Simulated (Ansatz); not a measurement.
Reaction (cleavage of the B–Ga bond): `[BH2][GaH2]` + `C[SeH]` → `B[Se]C` + `[GaH3]`

Computed with Ansatz on PBE0-D4/def2-TZVP structures; ΔE is electronic, products minus reactants. CCSD(T)/CBS adds triple-zeta CCSD(T) − MP2 to the extrapolated MP2 energy (def2 sets, frozen cores). Functionals use def2-TZVPP. B3LYP here is the variant with VWN-RPA as its local correlation; programs differ in this. For Ga, Se outer-core shells are correlated without core-valence functions, which leaves a few kJ/mol of doubt a bond. Scalar relativity is left out up to krypton.

CCSD(T)/CBS gives -1.16 eV.

Task: Another level gave -1.19 eV. Which?
A. HF/def2-TZVPP
B. B3LYP/def2-TZVPP
C. MP2/def2-TZVPP
D. revPBE-D4/def2-TZVPP

Result: D. revPBE-D4 -1.19, B3LYP -1.13, HF/def2-TZVPP -1.07, MP2/def2-TZVPP -1.26 eV.

Largest T1 diagnostic among the species: 0.014.

In def2-TZVPP, CCSD(T) changes the Hartree–Fock value by −0.11 eV (the triples alone add −0.04 eV) and MP2 by −0.19 eV. At CCSD(T), def2-SVP lies −0.08 eV from the extrapolated value and def2-TZVPP −0.02 eV.
